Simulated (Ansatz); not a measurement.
A run for Ansatz (a first-principles code): R-BHLYP/def2-TZVPP on PH (SMILES [PH]), 2S+1 = 1, a spin state set in the input, which need not be the lowest.

Ansatz 0.2 input:
```yaml
crystal:
  periodic: [false, false, false]
  atoms:
    - {symbol: P, position_ang: [-0.00000000, -0.00000000, -0.08930384]}
    - {symbol: H, position_ang: [0.00000000, 0.00000000, 1.33955760]}
basis:
  gaussian:
    orbitals: def2-TZVPP
hamiltonian:
  xc: {name: BHLYP}
```

Output:

```
Functional definition: BHLYP
[...]
integrals: 0.01 GiB planned
371 factors; their error is unknown
mean field: 0.10 GiB planned
mean field evaluation 1: about -9301.6579 eV, gradient 5.9e0 eV
mean field evaluation 2: about -9301.7439 eV, gradient 1.5e0 eV
mean field evaluation 4: about -9301.7485 eV, gradient 4.3e-2 eV
mean field evaluation 8: about -9301.7640 eV, gradient 9.0e-4 eV
mean field -9301.76397458 eV, -341.8335211037 hartree, gradient 1.3e-5 eV, S^2 0.000000; 0 other end points of the search recorded, 0 dependent functions left out
reference -9301.76408484 eV, -341.8335251557 hartree; 8, 8 occupied and 48, 48 virtual orbitals, 371 factors
Total energy: -9301.76408484 eV, -341.8335251557 hartree
```

The calculation finished and met its thresholds.

Cost: about 0.5 core-seconds (a rough figure).
